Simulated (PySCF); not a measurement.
## Working out the electron affinity of Ga

Ga⁻ [Ar] 3d10 4s2 4p2 (3P) → Ga [Ar] 3d10 4s2 4p1 (2P). Calculation: PySCF 2.14, in aug-cc-pVDZ-PP with ECP10MDF; a scalar-relativistic core potential. Frozen: 3s2 3p6 3d10. Energies in hartree (1 hartree = 27.21139 eV):

| part | Ga⁻ (lower) | Ga (upper) |
| --- | --- | --- |
| UHF | -258.289065 | -258.291230 |
| MP2 opposite-spin | -0.030309 | -0.026644 |
| MP2 same-spin | -0.008604 | -0.002253 |

Problem. What does Hartree-Fock give?

Solution. (-258.291230) − (-258.289065) = -0.002165 hartree = -0.059 eV.

Problem. What do MP2 and SCS-MP2 (6/5 opposite-spin, 1/3 same-spin) give?

Solution. The opposite-spin parts differ by 0.100 eV and the same-spin parts by 0.173 eV. MP2: -0.059 + (0.100) + (0.173) = 0.214 eV. SCS-MP2: -0.059 + 1.2 × (0.100) + (0.173)/3 = 0.119 eV.

Reference: 0.301 eV (measured; photodetachment measurements, as compiled on the Wikipedia data page of electron affinities), between the lowest levels; spin-orbit coupling is absent from the calculation.

A double-zeta basis recovers only part of the correlation energy.

What remains against the reference includes basis incompleteness, the frozen core and correlation beyond second order.
